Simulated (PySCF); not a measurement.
## C₆ coefficients of unlike pairs at B97-3

Calculated with PySCF 2.14 from the dipole response of each species, C₆(A,B) = (3/π) ∫ α_A(iu) α_B(iu) du, in atomic units, from isotropic polarisabilities. For ions this is the dispersion term alone; charge-induced terms of lower order in 1/R come first.

```json
{"species": "B³⁺", "configuration": "1s2 (1S)", "basis": "dyall-av3z (15s9p3d2f)", "relativity": "spin-free X2C", "α (bohr³)": "0.02011", "C₆ (like pair)": "0.002680"}
{"species": "Xe³⁺", "configuration": "[Kr] 4d10 5s2 5p3 (4S)", "basis": "def2-TZVPPD with the def2 core potential (28 electrons) (7s6p4d2f)", "relativity": "core potential", "α (bohr³)": "9.416", "C₆ (like pair)": "55.35"}
{"species": "S²⁺", "configuration": "[Ne] 3s2 3p2 (3P)", "basis": "aug-cc-pwCVDZ (6s5p3d)", "relativity": "none", "α (bohr³)": "7.433", "C₆ (like pair)": "27.28"}
{"species": "Ne⁺", "configuration": "[He] 2s2 2p5 (2P)", "basis": "dyall-av3z (15s9p3d2f)", "relativity": "none", "α (bohr³)": "1.305", "C₆ (like pair)": "2.295"}
```

(1) Estimate C₆ for Ne⁺ with B³⁺.

No spin-orbit coupling is included.

The other pairs:

```json
{"pair": "Ne⁺, Xe³⁺", "C₆": "10.65"}
{"pair": "Xe³⁺, B³⁺", "C₆": "0.2428"}
{"pair": "S²⁺, Xe³⁺", "C₆": "38.46"}
{"pair": "S²⁺, B³⁺", "C₆": "0.1462"}
{"pair": "Ne⁺, S²⁺", "C₆": "7.043"}
```

## Answers

(1) The integral gives 0.06166. The combination rule 2 C_A C_B / (C_A α_B/α_A + C_B α_A/α_B) gives 0.05879 and the geometric mean 0.07842.
